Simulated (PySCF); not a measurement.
```xyz
9

C     -1.1489     0.0679     0.0756
C      0.2119    -0.5246     0.1256
C      1.3613     0.0797    -0.1343
Cl     1.5052     1.7360    -0.5970
H     -1.6388    -0.0105     1.0507
H     -1.7778    -0.4724    -0.6383
H     -1.1205     1.1178    -0.2138
H      0.2900    -1.5723     0.4059
H      2.3176    -0.4216    -0.0744
```

Charge 0, multiplicity 1.

### Question
Give the Mulliken and meta-Löwdin atomic charges from PySCF with ωB97X-D3(BJ)/def2-TZVP // PBE0-D3(BJ)/def2-TZVP.

### Answer

```tsv
atom	Mulliken (e)	meta-Löwdin (e)
C1	-0.29	-0.33
C2	-0.16	-0.10
C3	-0.09	-0.13
Cl4	-0.09	-0.06
H5	0.12	0.12
H6	0.12	0.12
H7	0.13	0.13
H8	0.12	0.12
H9	0.14	0.13
```
